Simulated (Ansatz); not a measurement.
Compare A (`CB(C)C[SiH3]`) with its isomer B (`CCBC[SiH3]`).

Isolated molecules relaxed with PBE0-D4/def2-TZVP in Ansatz; ΔE leaves out vibrations. CCSD(T)/CBS adds triple-zeta CCSD(T) − MP2 to the extrapolated MP2 energy (def2 sets, frozen cores). Functionals use def2-TZVPP. B3LYP here is the variant with VWN-RPA as its local correlation; programs differ in this. Each species was taken in one conformer, which may not be the lowest.

A:

```xyz
16

C    -0.930   -0.963   -1.302
B    -0.486    0.230   -0.385
C    -0.106    1.607   -1.036
C    -0.375    0.050    1.158
Si    1.305   -0.696    1.559
H    -0.039   -1.338   -1.825
H    -1.608   -0.634   -2.096
H    -1.380   -1.810   -0.779
H     0.226    1.534   -2.075
H     0.625    2.185   -0.464
H    -1.026    2.210   -1.050
H    -1.108   -0.654    1.567
H    -0.421    0.991    1.715
H     2.402    0.174    1.055
H     1.471   -0.849    3.030
H     1.450   -2.036    0.929
```

B:

Z-matrix (Å, degrees):
```
C
C 1 1.525
H 1 1.093 2 111.1
H 1 1.093 2 112.1 3 120.1
H 1 1.093 2 111.0 3 -119.1
B 2 1.561 1 116.8 3 66.3
H 2 1.097 1 111.2 3 -63.6
H 2 1.106 1 109.1 3 -177.9
C 6 1.544 2 122.5 1 -151.0
H 6 1.205 2 118.8 1 28.3
Si 9 1.888 6 107.4 2 94.4
H 9 1.094 6 114.2 2 -149.8
H 9 1.095 6 114.2 2 -22.0
H 11 1.487 9 111.0 6 61.3
H 11 1.488 9 110.6 6 -59.0
H 11 1.487 9 109.8 6 -178.6
```

Which is lower in electronic energy at CCSD(T)/CBS, and by how much? (Estimate.)

Computed: A, by 58.7 kJ/mol.

Give E(B) − E(A) in kJ/mol with CCSD/def2-TZVPP, CCSD(T)/def2-SVP, B3LYP-D4, CCSD(T)/def2-TZVPP, MP2/def2-TZVPP, B2PLYP, BLYP-D4. (An estimate is asked.)

The calculation gave: CCSD/def2-TZVPP 57.3, CCSD(T)/def2-SVP 53.7, B3LYP-D4 59.9, CCSD(T)/def2-TZVPP 58.2, MP2/def2-TZVPP 60.0, B2PLYP 57.9, BLYP-D4 60.1. None reverses the order clearly.

Does the order hold for the free energy at 298.15 K (harmonic terms from PBE0-D4)? (An estimate is asked.)

Computed: Yes: G(B) − G(A) = +61.3 kJ/mol, for one conformer each. Modes under 60 cm⁻¹, often nearly free rotors, make the harmonic entropy too high.

Largest T1 diagnostic: 0.010.

In def2-TZVPP, CCSD(T) changes the Hartree–Fock value by +6.7 kJ/mol (the triples alone add +0.8 kJ/mol) and MP2 by +8.6 kJ/mol. Leaving LDA and LC-ωPBE aside and taking each functional with its dispersion term where it has one, the values, not all of them listed here, spread over 7.7 kJ/mol, from ωB97X-V to B97M-V. LDA lies +3.8 kJ/mol from PBE without D4.
